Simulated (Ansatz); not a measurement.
Basis sets compared for W6S15, a cluster. Total charge 0; singlet. Geometry PBE-D4/def2-SVP. Ansatz on 2 threads of AMD EPYC 7R13 on a shared host and a share (18 GiB) of an NVIDIA H100 80GB HBM3; times are rough, and most runs start from earlier orbitals.

```xyz
21

W    -1.7288   -1.5837    2.5342
W     0.5772   -1.5095    0.5448
W     2.8109   -1.4758   -1.3563
W    -1.3940    0.6848    0.7048
W     0.8166    0.8248   -1.2495
W    -1.0822    3.0593   -1.1779
S    -1.9544   -1.6519    0.2010
S     0.0344   -0.0376    2.5664
S    -1.1455   -3.5657    3.3964
S    -3.4781   -0.6545    3.3710
S     0.5367   -1.6323   -1.9070
S     2.5256   -0.0181    0.4585
S     0.7617   -3.3783    1.6650
S     4.0292   -0.5674   -3.0005
S     3.4756   -3.3815   -0.6146
S    -1.5656    0.8628   -1.8421
S     0.4233    2.4771    0.5234
S    -3.0334    2.0644    1.1417
S     2.2718    1.3140   -2.8068
S     0.0032    4.0357   -2.7567
S    -2.8841    4.1334   -0.3958
```

In the def2 sets W takes a core potential; there is no spin–orbit coupling. Single mean-field runs in def2-SVP, def2-TZVP are fitted with def2-universal-jkfit. The restricted singlet is unstable towards broken spin symmetry in Hartree–Fock (as tested in another run); at PBE-D4/def2-TZVP, PBE0-D4/def2-SVP, PBE0-D4/def2-TZVP this wasn't settled. The order of the spin states hangs on the level: the triplet lies 0.13 eV below the singlet at PBE0-D4/def2-TZVP, but 0.19 eV above it at PBE-D4/def2-TZVP.

| level | functions | energy (Eh) | HOMO (eV) | LUMO (eV) | wall time |
| --- | --- | --- | --- | --- | --- |
| PBE-D4/def2-SVP | 462 | -6372.5199 | -5.90 | -5.05 | 4.6 s |
| PBE0-D4/def2-SVP | 462 | -6372.5367 | -6.80 | -4.85 | 5.5 s |

Problem. Estimate the rows for PBE-D4/def2-TZVP, PBE0-D4/def2-TZVP (with forces).

Solution. 
```json
{"level": "PBE-D4/def2-TZVP", "functions": "795", "energy (Eh)": "-6374.6888", "HOMO (eV)": "-5.73", "LUMO (eV)": "-4.91", "wall time": "8.5 s"}
{"level": "PBE0-D4/def2-TZVP (with forces)", "functions": "795", "energy (Eh)": "-6374.7066", "HOMO (eV)": "-6.57", "LUMO (eV)": "-4.67", "wall time": "15 s"}
```
